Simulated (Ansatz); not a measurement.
Ansatz results at the PBE0-D4/def2-TZVP geometry: size of the dipole moment (PBE/def2-TZVPP) 2.67 D; HOMO–LUMO gap (PBE0/def2-TZVPP) 3.80 eV; HOMO energy (PBE/def2-TZVPP) -5.11 eV.

Each molecule was computed in one conformer, which needn't be the lowest.

Task: Which molecule gave them?
A. `CC(C)=C=S`
B. `F[C]1(S)[O][AlH]1`
C. `C=CC(C)=S`
D. `Cl[C@H]1O[C@@H]1Cl`

Result: C. The others give `Cl[C@H]1O[C@@H]1Cl`: 0.82, 8.97, -7.14; `CC(C)=C=S`: 1.86, 4.10, -4.91; `F[C]1(S)[O][AlH]1`: 3.58, 4.81, -5.28.
